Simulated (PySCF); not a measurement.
# Spinor energies of Ta⁺ (tantalum, charge +1)

Start: [Xe] 4f14 5d2 6s1 6p1; 5d5/2 filled at m_j = +3/2, +5/2; 6s1/2 filled at m_j = +1/2; 6p3/2 filled at m_j = +3/2. Calculated with PySCF 2.14 in x2c-TZVPall-2c (11s11p10d2f, 108 functions): generalised Hartree-Fock with the X2C-1e Hamiltonian and a Gaussian nucleus; spin-orbit coupling (SO) screened by Boettger's factors. This is a chosen level, not necessarily the ground level.

```csv
spinor shell,electrons,"ε, screened SO (eV)",weight of nominal j (screened SO),"rms radius, screened SO (bohr)"
1s1/2,2,-67767.2,1.000,0.0211
2s1/2,2,-11789.7,1.000,0.0853
2p1/2,2,-11247.2,1.000,0.0726
2p3/2,4,-9971.4,1.000,0.0799
3s1/2,2,-2770.2,1.000,0.218
3p1/2,2,-2529.4,1.000,0.210
3p3/2,4,-2249.9,1.000,0.225
3d3/2,4,-1847.9,1.000,0.199
3d5/2,6,-1787.6,1.000,0.203
4s1/2,2,-605.38,1.000,0.488
4p1/2,2,-504.74,1.000,0.497
4p3/2,4,-439.82,1.000,0.530
4d3/2,4,-273.92,1.000,0.558
4d5/2,6,-261.76,1.000,0.569
5s1/2,2,-98.496,1.000,1.18
5p1/2,2,-65.719,0.983,1.31
5p3/2,4,-56.877,0.990,1.41
4f5/2,6,-52.893,0.990,0.700
4f7/2,8,-50.999,0.992,0.705
5d5/2,2,-19.421,0.858,2.18
6s1/2,1,-17.198,0.973,3.23
6p3/2,1,-11.172,1.000,4.03
```

| quantity | screened SO |
| --- | --- |
| E (hartree) | -15609.94030 |
| M_J | 6 |
| ⟨J²⟩ | 42.015 |
| ⟨L²⟩ | 20.222 |
| ⟨S²⟩ | 6.082 |

Each row is a mean over spinors that exchange with the open shell spreads, by up to 5.592 eV (5p3/2).

Rows whose weight is well below 1 are mixtures of j = l ± 1/2: exchange outweighs spin-orbit coupling there, and the label is only the starting occupation.

Breit and QED terms are absent; they matter most for the inner s and p1/2 levels.

Densities and radii are taken from the X2C orbitals without a picture-change correction, which distorts them close to the nucleus.
